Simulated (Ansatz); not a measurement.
Correlation energies of CH$_{8}$BNOSi, SMILES `CNB[SiH2]O` by basis set

Z-matrix (Å, degrees):
```
C
N 1 1.447
H 1 1.094 2 111.3
H 1 1.089 2 109.0 3 119.7
H 1 1.094 2 111.4 3 -120.7
B 2 1.384 1 127.2 3 -120.2
H 2 1.010 1 113.3 3 59.7
Si 6 2.016 2 120.6 1 -178.9
H 6 1.204 2 117.0 1 0.7
O 8 1.662 6 112.9 2 -128.5
H 8 1.498 6 110.1 2 107.9
H 8 1.492 6 112.0 2 -10.6
H 10 0.958 8 116.3 6 -47.7
```

Charge 0, multiplicity 1. Geometry: relaxed with PBE0-D4/def2-TZVP. It is one conformer, not always the lowest. Frozen core, restricted reference, Ansatz. CBS rows extrapolate triple and quadruple zeta; past MP2 they add the triple-zeta difference.

```csv
basis,HF (Eh),MP2 corr.,CCSD corr.,(T),CCSD(T) total
def2-SVP,-485.27764,-0.68436,?,-0.01978,?
def2-TZVPP,-485.61726,?,-0.90396,?,?
def2-QZVPP,-485.63611,?,–,–,–
CBS(def2),-485.63870,-0.96202,-1.01126,as TZ,-486.68373
```

(1) Fill in the withheld values. (Best estimate.)

## Answers

(1) Computed: def2-SVP CCSD corr.: -0.74352; def2-SVP CCSD(T) total: -486.04094; def2-TZVPP MP2 corr.: -0.85471; def2-TZVPP (T): -0.03377; def2-TZVPP CCSD(T) total: -486.55499; def2-QZVPP MP2 corr.: -0.91635.
